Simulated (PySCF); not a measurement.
# A thermochemical cycle for CsHg

r²SCAN in PySCF with def2-SVP on every atom (core potentials on Cs, Hg), for the lowest determinant that a PBE0 search found; no spin–orbit coupling. CsHg, a doublet (σ ↑), has De = 0.07 eV to neutral atoms, and CsHg⁺, a singlet (closed shell), has De = 0.14 eV to Cs⁺ + Hg.

The adiabatic ionisation energy of CsHg, between the minima, is 3.72 eV.

Q: Which ionisation energy of the Cs atom does this level give?

A: IE(Cs) = IE(molecule) + De(ion) − De(neutral) = 3.72 + 0.14 − 0.07 = 3.79 eV; the measured value is 3.894 eV (NIST ASD).

Closed-shell solutions of metal pairs were not tested for spin polarisation, which can lower them a little. Weak bonds: CsHg, CsHg⁺. Basis-set superposition, not corrected here, can be much of De in a small basis, most of all at correlated wavefunction levels. Spin–orbit coupling is left out. For an ion De counts to the pair picked by the measured ionisation energies or electron affinities, which need not be the lowest pair at this level. States were picked by a PBE0 search and need not be the measured ground states.
